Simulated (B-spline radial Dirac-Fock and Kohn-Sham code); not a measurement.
## 2p1/2 emission of Sb⁵⁺

System: Sb⁵⁺, [Kr] 4d10, inside a Watson sphere of charge -5 and radius 2 Å (a model of the Madelung potential; inside it an electron's potential energy is raised by 36.0 eV).

Input of the calculation (task.json; shells as n, l, electrons):

```json
{"items": [{
  "Z": 51,
  "q": 5,
  "cfg": [[1, 0, 2], [2, 0, 2], [2, 1, 6], [3, 0, 2], [3, 1, 6], [3, 2, 10], [4, 0, 2], [4, 1, 6], [4, 2, 10]],
  "A": 121,
  "rrms": 4.6802,
  "watson": [-5, 2.0],
  "do": ["binding", "quiet", "decay"],
  "holes": ["K", "L1", "L2", "L3", "M1", "M2", "M3", "M4", "M5", "N1", "N2", "N3", "N4", "N5"]
}]}
```

Command: `python xray_run.py task.json out`

The computed values come from a radial atomic solver: independent-particle radiative and Coulomb Auger rates from relativistic LDA hole-state orbitals, with Dirac-Fock energies.

| line | multipole | energy (eV) | width (meV) | share (%) |
| --- | --- | --- | --- | --- |
| L2-M1 | E1 | 3434.9 | 4.70 | 2.30 |
| L2-M3 | E2 | 3613.9 | 0.0635 | 0.0311 |
| L2-M4 | E1 | 3845.0 | 174 | 85.5 |
| L2-N1 | E1 | 4222.0 | 1.02 | 0.499 |
| L2-N4 | E1 | 4352.4 | 23.7 | 11.6 |

The listed lines hold 100.0 % of the radiative rate. The radiative width is 0.204 eV in the length form and 0.208 eV in the velocity form; the two differ because the transition energies are not eigenvalue differences of the potential that gave the orbitals.
